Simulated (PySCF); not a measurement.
Si(Cl)(OH)2(OMe) (CH₅ClO₃Si), SMILES O[Si](O)(OC)Cl. Atoms are numbered in the order given.

```xyz
11

C      2.3652    -0.4174     0.1348
O      1.1189    -0.9278    -0.2968
Si    -0.3512    -0.3127     0.0701
O     -0.6185    -0.4619     1.6824
O     -1.5259    -1.1079    -0.7554
Cl    -0.3668     1.7002    -0.4637
H      2.4823    -0.5224     1.2271
H      3.1644    -0.9885    -0.3606
H      2.4762     0.6486    -0.1299
H     -1.4508    -0.1254     2.0339
H     -1.5085    -1.0523    -1.7180
```

Geometry: B3LYP-D3(BJ)/def2-SVP. One conformer was computed; it need not be the lowest.

These are ωB97X/def2-TZVP (PySCF) values and carry that method's errors.

| Property | Result |
|---|---|
| total energy | -1016.75354 hartree |
| highest occupied level | -11.13 eV |
| lowest empty level | 2.55 eV |
| orbital gap | 13.68 eV |
| dipole moment | 0.45 D |
| quadrupole, principal values (traceless, Buckingham form, about the centre of nuclear charge) | -10.73, 4.20, 6.53 D·Å |
| mean static polarisability | 55.0 bohr³ (8.15 Å³) |
| polarisability, principal values | 50.2, 56.3, 58.4 bohr³ |
